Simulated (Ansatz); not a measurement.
Li₄Br₃. The state is a doublet with charge 0. Geometry r2SCAN-D4/def2-SVP, that of the charge +1 singlet; atoms count from 1.

```tsv
atom	x (Å)	y (Å)	z (Å)
Li1	1.284	-1.355	-1.584
Li2	1.160	2.028	0.731
Li3	-2.321	0.380	-0.680
Li4	-0.089	-0.758	1.104
Br5	2.230	-0.126	0.303
Br6	-1.074	-1.690	-1.036
Br7	-1.191	1.522	1.161
```

The structure comes from a short search, and lower isomers may exist.

(1) Estimate the Mulliken populations from the PBE0/def2-TZVP orbitals of Ansatz.

(2) Where does the spin sit?

## Answers

(1) 
```
atom  charge (e)  spin (α − β)
 Li1        0.49          0.34
 Li2        0.49          0.34
 Li3        0.49          0.34
 Li4        0.69          0.00
 Br5       -0.72         -0.01
 Br6       -0.72         -0.01
 Br7       -0.72         -0.01
```
Mulliken values and Mayer orders depend strongly on the basis.

(2) Summed by element: Li 1.03, Br -0.03, of 1 unpaired in all. Largest on single atoms: Li3 0.34, Li1 0.34, Li2 0.34.
